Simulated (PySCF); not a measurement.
This PySCF input asks for the NMR shieldings of `F[C@@H]1C[C@@]1(F)[C@H]1C[SiH2]S1`, C5H8F2SSi; the geometry comes from GFN2-xTB.

```python
import basis_set_exchange as bse
import numpy as np
from pyscf import gto, dft
from pyscf.prop import nmr

atoms = """
F     3.459620   -0.016189    0.178287
C     2.189090    0.454080    0.105740
C     1.275300    0.206880    1.271214
C     1.055236   -0.518075   -0.024051
F     1.375322   -1.853028   -0.021388
C    -0.131887   -0.267828   -0.918490
C    -1.440067   -0.864058   -0.367756
Si   -2.430366    0.760046   -0.323210
S    -0.538303    1.524259   -1.042677
H     2.154067    1.388666   -0.439927
H     1.681473   -0.377336    2.082708
H     0.586627    0.984969    1.559195
H     0.104414   -0.632485   -1.920793
H    -1.834748   -1.639238   -1.021585
H    -1.277057   -1.320572    0.608139
H    -2.750531    1.283813    0.997002
H    -3.485187    0.898123   -1.315632
"""
names = dict.fromkeys(["F", "C", "Si", "S", "H"], "pcSseg-1")
basis = {el: gto.basis.parse(bse.get_basis(n, elements=[el], fmt="nwchem")) for el, n in names.items()}
mol = gto.M(atom=atoms, basis=basis, charge=0, verbose=0)
mf = dft.RKS(mol, xc="PBE0")
mf.grids.level = 2
mf.grids.alignment = dft.numint.BLKSIZE   # the property module wants whole blocks of grid points
mf.conv_tol = 1e-9
mf.kernel()

calc = nmr.RKS(mf)   # GIAO
C = mf.mo_coeff
Co = C[:, mf.mo_occ > 0]
resp = mf.gen_response(singlet=True, hermi=2)
def vind(x):   # induced exchange potential for any number of trial vectors
    d = np.einsum("pi,xij,qj->xpq", C, 2 * x.reshape(-1, C.shape[1], Co.shape[1]), Co, optimize=True)
    return np.einsum("xpq,pi,qj->xij", resp(d - d.transpose(0, 2, 1)), C, Co, optimize=True).ravel()
mo1, _ = nmr.rhf.solve_mo1(calc, with_cphf=vind)
sigma = calc.kernel(mo1)
for i, s in enumerate(sigma):   # ppm
    print("%2d %-2s %9.2f" % (i, mol.atom_pure_symbol(i), np.trace(s) / 3))
```

**Question.** What are the results?

**Answer.** 
```
 0 F     425.29
 1 C     111.93
 2 C     173.68
 3 C     101.88
 4 F     398.17
 5 C     141.97
 6 C     169.78
 7 Si    373.49
 8 S     627.15
 9 H      27.05
10 H      30.36
11 H      29.88
12 H      27.24
13 H      29.36
14 H      29.48
15 H      26.37
16 H      26.34
```

These numbers come from an equivalent density-fitted implementation of the same equations, which agrees with the script to about 0.01 ppm for H and up to a few tenths of a ppm for heavy atoms, so last digits may differ.

**Question.** Turn these shieldings into chemical shifts. Referencing at the same level of theory: ¹⁹F (σ = 170.95 ppm) vs CFCl3; ¹³C (σ = 186.93 ppm), ²⁹Si (σ = 349.16 ppm), ¹H (σ = 31.72 ppm) against TMS; ³³S (σ = 503.73 ppm) vs CS2.

**Answer.** Averaging equivalent atoms: F 4: -227.2; F 0: -254.3; C 3: 85.0; C 1: 75.0; C 5: 45.0; C 6: 17.1; C 2: 13.2; Si 7: -24.3; S 8: -123; H 16: 5.38; H 15: 5.35; H 9: 4.67; H 12: 4.48; H 13: 2.36; H 14: 2.23; H 11: 1.84; H 10: 1.36 ppm. Unscaled 19F shifts against computed CFCl3 carry errors that often reach 10 to 50 ppm.

Size and cost of the density-fitted run: 207 basis functions, 71 s wall time on 1 thread of an Arm Neoverse N1, shared host; peak memory 0.93 GiB.
